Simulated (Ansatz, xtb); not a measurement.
**Relative energy of two conformers of C4H10AlCl**

Structure a is `CC[CH2][Al]([CH3])[Cl]`, a singlet and structure b is `CC[CH2][Al]([CH3])[Cl]`, a singlet. Both are isolated molecules in the gas phase, relaxed with B3LYP/6-31G*.

a (Å):

```yaml
atoms:
  - { symbol: C, position_ang: [0.9658, -0.0548, -1.3879] }
  - { symbol: C, position_ang: [-1.3870, 2.4713, -0.6681] }
  - { symbol: C, position_ang: [0.6197, -0.8516, -0.1128] }
  - { symbol: C, position_ang: [1.2100, -0.2341, 1.1598] }
  - { symbol: Al, position_ang: [0.2683, 1.7877, -1.4652] }
  - { symbol: Cl, position_ang: [1.4085, 3.1938, -2.6090] }
  - { symbol: H, position_ang: [2.0557, -0.0255, -1.5289] }
  - { symbol: H, position_ang: [0.5778, -0.5846, -2.2733] }
  - { symbol: H, position_ang: [-1.9413, 1.7010, -0.1193] }
  - { symbol: H, position_ang: [-1.1766, 3.2929, 0.0288] }
  - { symbol: H, position_ang: [-2.0526, 2.8802, -1.4392] }
  - { symbol: H, position_ang: [0.9870, -1.8836, -0.2081] }
  - { symbol: H, position_ang: [-0.4706, -0.9320, -0.0026] }
  - { symbol: H, position_ang: [0.9778, -0.8343, 2.0470] }
  - { symbol: H, position_ang: [2.3016, -0.1511, 1.0889] }
  - { symbol: H, position_ang: [0.8130, 0.7762, 1.3389] }
```

b (Å):

```yaml
atoms:
  - { symbol: C, position_ang: [-1.9102, -0.9896, -0.6108] }
  - { symbol: C, position_ang: [-1.3634, -2.4199, -0.5483] }
  - { symbol: C, position_ang: [-0.9194, -2.8371, 0.8689] }
  - { symbol: C, position_ang: [0.7599, -1.3024, 3.5572] }
  - { symbol: Al, position_ang: [0.5578, -1.8102, 1.6750] }
  - { symbol: Cl, position_ang: [2.1600, -1.2418, 0.3716] }
  - { symbol: H, position_ang: [-1.1395, -0.2539, -0.3386] }
  - { symbol: H, position_ang: [-2.2564, -0.7341, -1.6188] }
  - { symbol: H, position_ang: [-2.7560, -0.8568, 0.0757] }
  - { symbol: H, position_ang: [-2.1372, -3.1115, -0.9118] }
  - { symbol: H, position_ang: [-0.5198, -2.5137, -1.2438] }
  - { symbol: H, position_ang: [-0.6044, -3.8936, 0.8588] }
  - { symbol: H, position_ang: [-1.7794, -2.8012, 1.5554] }
  - { symbol: H, position_ang: [-0.0439, -1.6993, 4.1884] }
  - { symbol: H, position_ang: [1.7161, -1.6575, 3.9624] }
  - { symbol: H, position_ang: [0.7614, -0.2098, 3.6677] }
```

Task: Estimate E(b) − E(a) at the level CCSD(T)/def2-SVP + ΔMP2/def2-TZVPP.

Result: Too close to call at this level: CCSD(T)/def2-SVP + ΔMP2/def2-TZVPP gives E(b) − E(a) = −0.77 kJ/mol.

Level by level:

```csv
level,geometry,E(b) − E(a) (kJ/mol),departure from the last row (kJ/mol),"job, with rough time for the two"
B3LYP/6-31G*,B3LYP/6-31G*,−0.27,+0.50,"optimisation, 2 min"
HF/def2-SVP,B3LYP/6-31G*,+0.11,+0.88,part of the CCSD(T) run
MP2/def2-SVP,B3LYP/6-31G*,−0.17,+0.60,part of the CCSD(T) run
CCSD(T)/def2-SVP,B3LYP/6-31G*,−0.07,+0.70,single point
CCSD(T)/def2-SVP + ΔMP2/def2-TZVPP,B3LYP/6-31G*,−0.77,,"single point, 57 s"
```

The largest departure from CCSD(T)/def2-SVP + ΔMP2/def2-TZVPP is that of HF/def2-SVP, 0.88 kJ/mol. Levels run at GFN2-xTB geometries aren't shown. The last row adds to CCSD(T) the change of the MP2 difference between the two basis sets, here −0.70 kJ/mol.

With harmonic frequencies from B3LYP/6-31G* (ideal gas, rigid rotor, one conformer each, 298.15 K, 1 atm): on the last row, ΔE + ΔZPE = −0.70 kJ/mol. A mode under 50 cm⁻¹ makes harmonic enthalpies and free energies unreliable, so none is given.

The correlated steps freeze 14 core orbitals. Codes used: Ansatz 0.2.0; the last row on 2 threads of Intel(R) Xeon(R) Platinum 8488C (Sapphire Rapids) on a shared host.
